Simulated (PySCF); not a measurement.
PySCF input file for C₂H, SMILES [C-]#C, charge -1, PBE0-D3(BJ)/def2-TZVPD. Coordinates come from a PBE0-D3(BJ)/def2-TZVPD optimisation.

```python
import numpy as np
from pyscf import gto, scf, dft, df
from pyscf.hessian import thermo

mol = gto.M(
    atom='''
    C     0.00000000    0.00000000    0.74922222
    C     0.00000000    0.00000000   -0.48921387
    H     0.00000000    0.00000000   -1.56005009
    ''',
    basis='def2-TZVPD',
    charge=-1,
    spin=0,
    max_memory=1600,
    verbose=3,
)
mf = dft.RKS(mol, xc='pbe0').density_fit(auxbasis='def2-universal-jkfit')
mf.disp = 'd3bj'
mf.grids.level = 3
mf.conv_tol = 1e-11
mf.max_cycle = 100
mf.kernel()

# [left out here: the lines that compute and print the analytic Hessian (its translational invariance restored by hand, since the grid's response is missing), thermochemistry and intensities]
```

Log of the run:

```
converged SCF energy = -76.6421648389039

WARN: DFTD3 does not support analytical Hessian, using finite difference


WARN: Mole.unit (angstrom) is changed to Bohr

Mode                                 0                   1                   2
Irrep
Freq [cm^-1]                      551.8531            551.8531           1914.8085
Reduced mass [au]                   1.3259              1.3259              6.0535
Force const [Dyne/A]                0.2379              0.2379             13.0769
Char temp [K]                     793.9938            793.9938           2754.9831
Normal mode                   x     y     z       x     y     z       x     y     z
       0   C                 0.00 -0.06  0.00   -0.06 -0.00  0.00   -0.00 -0.00 -0.21
       1   C                -0.01  0.13 -0.00    0.13  0.01 -0.00    0.00  0.00  0.18
       2   H                 0.04 -0.86 -0.00   -0.86 -0.04 -0.00   -0.00 -0.00  0.30
Mode                                 3
Irrep
Freq [cm^-1]                     3380.1543
Reduced mass [au]                   1.1448
Force const [Dyne/A]                7.7063
Char temp [K]                    4863.2895
Normal mode                   x     y     z
       0   C                 0.00  0.00 -0.02
       1   C                -0.00 -0.00  0.10
       2   H                 0.00  0.00 -0.93
temperature 298.1500 [K]
pressure 101325.00 [Pa]
Rotational constants [GHz] inf 42.20649 42.20649
Symmetry number 1
Zero-point energy (ZPE) 0.01458 [Eh]   38272.540 [J/mol]
                           tot       elec      trans        rot        vib
Entropy [J/mol/K]       203.254      0.000    148.906     49.818      4.530
Cv [J/mol/K]             30.358      0.000     12.472      8.314      9.572
Cp [J/mol/K]             38.673      0.000     20.786      8.314      9.572
Internal energy [J/mol]                      3718.434   2478.956  39264.500
Internal energy [Eh]   -76.62485  -76.64216
Enthalpy [J/mol]                             6197.391   2478.956  39264.500
Enthalpy [Eh]          -76.62391
Gibbs free energy [J/mol]                  -38198.814 -12374.291  37913.918
Gibbs free energy [Eh] -76.64699
mode   freq/cm-1   IR/(km/mol)
   1      551.85        83.704
   2      551.85        83.704
   3     1914.81        73.468
   4     3380.15         1.065
max |gradient| / (hartree/bohr): 2.4895064854118533e-05
APT charges: [-0.4133 -0.7371  0.1504]
```

Self-consistency was reached.

Cost: about 8 core-seconds (a rough figure).
